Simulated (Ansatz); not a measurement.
**Abstraction of Br: SiH2(SiH3)Br + C2H7Si → SiH3(SiH2) + C2H7BrSi**

Species: SiH2(SiH3)Br, singlet; C2H7Si `CC[SiH2]`, doublet; SiH3(SiH2), doublet; C2H7BrSi `CC[SiH2]Br`, singlet. A radical takes Br: the energy is the difference in strength between two Si–Br bonds in different surroundings.

Shapes, held fixed at every level: PBE0-D4/def2-TZVP. Flexible molecules stand in one conformer, not always the lowest. Programs: Ansatz 0.2.0. The zero-point and thermal change to 298 K, harmonic and unscaled (PBE0-D4/def2-TZVP), is +0.1 kJ/mol.

```
                level                   kind  ΔH(298 K) (kJ/mol)  less CCSD/def2-SVP
       MP2/def2-TZVPP    perturbation theory               -25.6                -0.2
     SPW92/def2-TZVPP                    LDA               -24.0                +1.4
    PBE-D4/def2-TZVPP                    GGA               -22.3                +3.1
   PBE0-D4/def2-TZVPP          global hybrid               -24.0                +1.4
r2SCAN0-D4/def2-TZVPP          global hybrid               -26.2                -0.8
    B2PLYP/def2-TZVPP          double hybrid               -24.5                +0.9
        CCSD/def2-SVP  coupled cluster or CI               -25.4                 0.0
```

The highest level, CCSD/def2-SVP, gives ΔH(298 K) = -25.4 kJ/mol; the levels span -26.2 to -22.3. The column of differences is taken from that level and isn't an error. No measured value is set beside it here. Open shells run unrestricted. Relativity is left out for Br. Outer-core shells of Br are correlated, in sets that cover them unevenly.
